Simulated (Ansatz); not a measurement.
Results of the Gaussian-basis code of Ansatz.

A structure relaxed at PBE0-D4/def2-TZVP, charge 0, multiplicity 1:

| atom | x (Å) | y (Å) | z (Å) |
| --- | --- | --- | --- |
| F1 | 0.2374 | 1.9171 | -1.4216 |
| C2 | 0.7232 | 0.6464 | -1.6453 |
| O3 | -0.2725 | -0.2812 | -1.5056 |
| Si4 | -1.1356 | -0.5239 | -0.1008 |
| Si5 | 0.2294 | -0.3749 | 1.8052 |
| H6 | 1.0959 | 0.6099 | -2.6716 |
| H7 | 1.5356 | 0.4911 | -0.9228 |
| H8 | -2.2516 | 0.4522 | 0.0046 |
| H9 | -1.7057 | -1.8869 | -0.2369 |
| H10 | 0.7750 | 0.9979 | 1.9777 |
| H11 | 1.3664 | -1.3320 | 1.7226 |
| H12 | -0.5976 | -0.7157 | 2.9945 |

Give its formula and SMILES.

CH7FOSi2, `FCO[SiH2][SiH3]`.

Summarise the bond lengths by kind.

1 × C–F 1.379 Å; 1 × C–O 1.368 Å; 2 × C–H 1.092 to 1.098 Å; 1 × O–Si 1.667 Å; 1 × Si–Si 2.349 Å; 5 × H–Si 1.484 to 1.488 Å.
